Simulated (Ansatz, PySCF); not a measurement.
CH11ClSi4, SMILES Cl[SiH2]C[SiH]([SiH3])[SiH3]. Atoms are numbered in the order given.

```xyz
17

Si    -2.1110    -1.7917    -1.5795
Si    -0.8545    -0.1867    -0.4188
Si    -1.6083    -0.1079     1.8045
C      0.9877    -0.6497    -0.5038
Si     2.0794     0.2736     0.6969
Cl     1.6502     2.3025     0.5957
H     -3.5673    -1.4524    -1.5512
H     -1.6658    -1.8929    -3.0051
H     -1.9208    -3.1288    -0.9328
H     -1.0673     1.1533    -1.0485
H     -1.3194    -1.4137     2.4774
H     -3.0864     0.1194     1.8242
H     -0.9339     0.9858     2.5684
H      1.3436    -0.4897    -1.5355
H      1.0940    -1.7272    -0.2841
H      1.8004    -0.1745     2.0914
H      3.5283     0.1024     0.3927
```
Charge 0, spin multiplicity 1.

Geometry optimised at PBE0-D3(BJ)/def2-SVP. The structure was generated by enumeration, and PubChem lists no compound with its InChIKey, so it may never have been made. The values are those of a single conformer.

Two levels are set side by side: PBE-D3(BJ)/def2-SVP (Ansatz, a first-principles code) and PBE0-D3(BJ)/def2-SVP (Ansatz). Each level has its own optimised geometry; the coordinates shown are those of the second. Frequencies come from the Hessian of PySCF at each geometry. Differences are taken from unrounded values.

```csv
quantity,PBE0-D3(BJ)
mean bond length (Å),1.638
bond Si1–Si2 (Å),2.346
bond Si2–Si3 (Å),2.349
bond Si2–C4 (Å),1.901
bond C4–Si5 (Å),1.867
bond Si5–Cl6 (Å),2.076
bond Si1–H7 (Å),1.496
bond Si1–H8 (Å),1.497
bond Si1–H9 (Å),1.497
bond Si2–H10 (Å),1.496
bond Si3–H11 (Å),1.497
bond Si3–H12 (Å),1.496
bond Si3–H13 (Å),1.495
bond C4–H14 (Å),1.103
bond C4–H15 (Å),1.105
bond Si5–H16 (Å),1.491
bond Si5–H17 (Å),1.490
highest harmonic wavenumber (cm⁻¹),3137
mean harmonic wavenumber (cm⁻¹),1025
zero-point energy (kcal/mol),65.94
```

Task: What does PBE-D3(BJ) give, and how far is it from PBE0-D3(BJ)? (Estimate from the structure and the level; the computed values follow.)

Result: 
```
quantity                            PBE-D3(BJ)  PBE-D3(BJ) minus PBE0-D3(BJ)
----------------------------------  ----------  ----------------------------
mean bond length (Å)                     1.648                         0.010
bond Si1–Si2 (Å)                         2.354                         0.008
bond Si2–Si3 (Å)                         2.357                         0.008
bond Si2–C4 (Å)                          1.914                         0.012
bond C4–Si5 (Å)                          1.880                         0.013
bond Si5–Cl6 (Å)                         2.090                         0.014
bond Si1–H7 (Å)                          1.506                         0.010
bond Si1–H8 (Å)                          1.507                         0.010
bond Si1–H9 (Å)                          1.508                         0.010
bond Si2–H10 (Å)                         1.506                         0.010
bond Si3–H11 (Å)                         1.507                         0.010
bond Si3–H12 (Å)                         1.506                         0.010
bond Si3–H13 (Å)                         1.505                         0.010
bond C4–H14 (Å)                          1.111                         0.008
bond C4–H15 (Å)                          1.113                         0.008
bond Si5–H16 (Å)                         1.502                         0.011
bond Si5–H17 (Å)                         1.502                         0.012
highest harmonic wavenumber (cm⁻¹)        3050                           -86
mean harmonic wavenumber (cm⁻¹)            992                           -33
zero-point energy (kcal/mol)             63.81                         -2.13
```

GGA bonds tend to be longer and softer than those of functionals with exact exchange. Differences between two approximate levels are no errors against the true value.
